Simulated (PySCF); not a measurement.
PtO2, SMILES [O]=[Pt]=[O] (connectivity only; charge and spin as stated), neutral, multiplicity 3.

Coordinates come from a B3LYP-D3(BJ)/def2-TZVP optimisation. The multiplicity is an assumed one; other spin states were not compared. The def2 effective core potentials stand for the cores of Pt; spin–orbit coupling is left out.

The numbers are results of TDA-M06-2X/def2-TZVPD (PySCF 2.14.0), not measurements.

Vertical excitations. Isolated molecule, no solvent.

Computed lowest excited states:
```tsv
state	energy (eV)	λ (nm)	f	main pairs
root 1	0.33	3769	0.000	α HOMO→LUMO 13 %, β HOMO→LUMO 80 %
root 2	0.84	1478	0.001	α HOMO→LUMO 86 %, β HOMO→LUMO 13 %
root 3	0.95	1310	0.000	β HOMO−1→LUMO 89 %
root 4	1.61	772	0.001	β HOMO→LUMO+1 64 %, β HOMO−2→LUMO 24 %
root 5	1.64	754	0.000	β HOMO→LUMO+2 83 %
root 6	1.91	650	0.004	α HOMO−1→LUMO 50 %, α HOMO−2→LUMO 18 %, β HOMO−2→LUMO 20 %, β HOMO−1→LUMO+2 10 %
root 7	1.95	635	0.000	β HOMO−1→LUMO+1 86 %
root 8	2.12	584	0.004	α HOMO−1→LUMO 27 %, α HOMO−2→LUMO 16 %, β HOMO−2→LUMO 34 %, β HOMO→LUMO+1 13 %, β HOMO−1→LUMO+2 7 %
root 9	2.26	550	0.000	α HOMO−2→LUMO 24 %, α HOMO−1→LUMO 16 %, β HOMO−1→LUMO+2 48 %, β HOMO−2→LUMO 9 %
root 10	2.36	525	0.000	β HOMO−2→LUMO+1 93 %
```
Unrestricted roots are not spin-pure.
